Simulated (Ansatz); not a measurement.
Consider the isomerisation: `[CH3][SnH2][SiH2]N` → `[NH2][SnH2][CH2][SiH3]`.

Gas-phase electronic energies from Ansatz, PBE0-D4/def2-TZVP geometries. CCSD(T)/CBS is the MP2 limit (def2-TZVPP, def2-QZVPP) plus CCSD(T) − MP2 in def2-TZVPP, frozen cores. DFT in def2-TZVPP. B3LYP here is the variant with VWN-RPA as its local correlation; programs differ in this. Elements past krypton have def2 core potentials. For Sn outer-core shells are correlated without core-valence functions, which leaves a few kJ/mol of doubt a bond. One conformer a species, not always the lowest.

```tsv
level	ΔE (kJ/mol)	difference from CCSD(T)/CBS
PBE-D4	70.0	9.3
r2SCAN-D4	67.4	6.7
PBE0-D4	70.5	9.8
B3LYP-D4	67.7	7.0
ωB97X-V	61.6	0.9
ωB97M-V	62.1	1.4
B2PLYP	65.4	4.7
PBE	72.8	12.1
r2SCAN	68.0	7.3
PBE0	72.8	12.1
B3LYP	72.2	11.5
HF/def2-TZVPP	66.2	5.5
MP2/def2-TZVPP	57.0	-3.7
SCS-MP2/def2-TZVPP	55.6	-5.1
CCSD/def2-TZVPP	60.0	-0.7
CCSD(T)/def2-TZVPP	57.6	-3.1
HF/def2-QZVPP	66.0	5.3
MP2/def2-QZVPP	58.7	-2.0
SCS-MP2/def2-QZVPP	57.4	-3.3
HF/CBS(def2)	66.0	5.3
MP2/CBS(def2)	60.1	-0.6
CCSD/CBS(def2)	63.2	2.5
CCSD(T)/CBS	60.7	0
```

Largest T1 diagnostic among the species: 0.012.

The D4 term adds −4.5 kJ/mol with B3LYP and −2.3 kJ/mol with PBE0; it sums over pairs of atoms, weighted by their polarisabilities, and B3LYP, whose exchange is more repulsive, gets the larger term. In def2-TZVPP, CCSD(T) changes the Hartree–Fock value by −8.6 kJ/mol (the triples alone add −2.4 kJ/mol) and MP2 by −9.3 kJ/mol.
